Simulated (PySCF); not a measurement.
## Basis set benchmark on one molecule

Molecule: `F[Si](F)(F)S`, F₃HSSi.

Geometry (Å), atoms numbered from 1 in this order:
```xyz
6

F    -1.205   -0.148    1.238
Si   -0.415   -0.167   -0.153
F    -0.878    1.149   -0.934
F    -0.890   -1.448   -0.978
S     1.663   -0.287    0.074
H     1.731    0.905    0.710
```

Geometry PBE0-D3(BJ)/def2-SVP throughout; GIAO in PySCF 2.14, gas phase, one conformer, non-relativistic; equivalent atoms averaged; functional PBE0.

Reference values (measured; solution; U. Herzog, Habilitationsschrift, TU Bergakademie Freiberg, 2002/2003): δ(Si2) = -64.8 ppm vs TMS. Computed shifts are taken against TMS, calculated as an isolated molecule at each level.

Question: How do the basis sets STO-3G, 6-31G, pcSseg-0, 6-31G*, def2-SVP, cc-pVDZ, pcSseg-1, aug-cc-pVDZ, 6-311+G(2d,p), cc-pVTZ, def2-TZVP, IGLO-III, pcSseg-2 perform against the reference? Times are CPU seconds on shared hosts with different chips, so compare them loosely.

Answer: 
```tsv
basis set	functions	Si2	abs. error Si	core-s
STO-3G	34	10.0	74.8	1.9
6-31G	55	23.7	88.5	3.4
pcSseg-0	55	1.5	66.3	2.7
6-31G*	80	-29.2	35.6	4.7
def2-SVP	83	-50.7	14.1	4.2
cc-pVDZ	83	-40.7	24.1	4.6
pcSseg-1	104	-47.0	17.8	8.9
aug-cc-pVDZ	132	-35.1	29.7	8.1
6-311+G(2d,p)	157	-50.8	14.0	9.8
cc-pVTZ	172	-46.8	18.0	12
def2-TZVP	173	-57.4	7.4	12
IGLO-III	203	-57.3	7.5	13
pcSseg-2	208	-55.3	9.5	13
```

For 29Si the closest is def2-TZVP (7.4 ppm, with IGLO-III practically level) and the furthest 6-31G (88.5 ppm). Where a smaller basis beats a larger one, errors probably cancel; the largest sets show where the functional converges. One molecule is a small sample, and vibrational and solvent effects are absent from the calculation.

A small basis that lands close on one nucleus may do so by chance; judge by the trend and by all nuclei.
